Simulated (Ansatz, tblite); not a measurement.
Forces on the cluster Os4 at its r2SCAN-D4/def2-SVP geometry. Total charge 0; singlet.

In the def2 sets Os takes a core potential; there is no spin–orbit coupling. The xTB rows come from tblite. The restricted singlet is unstable towards broken spin symmetry at other levels; at r2SCAN-D4/def2-TZVP this wasn't settled. The order of the spin states hangs on the level: the triplet lies 0.94 eV below the singlet at PBE0-D4/def2-TZVP, but 1.03 eV above it at GFN1-xTB. The structure comes from a short search, and lower isomers may exist.

GFN1-xTB (tblite), largest force 5.44 eV/Å:

```xyz
4
positions Å, forces eV/Å
Os    0.246    1.489   -0.808    0.471    3.373   -4.235
Os   -1.192    0.319    0.544   -1.643    0.989    3.528
Os   -0.317   -1.672   -0.190   -0.953   -4.646   -2.672
Os    1.263   -0.136    0.453    2.125    0.284    3.379
```

GFN2-xTB (tblite), largest force 4.23 eV/Å:

```
Os 0.459 2.913 -2.203
Os -3.728 1.003 1.722
Os -0.681 -3.493 -0.952
Os 3.950 -0.423 1.433
```

r2SCAN-D4/def2-TZVP (Ansatz), largest force 0.44 eV/Å:

```
Os -0.049 -0.316 0.239
Os 0.384 -0.103 -0.185
Os 0.075 0.376 0.102
Os -0.411 0.043 -0.157
```
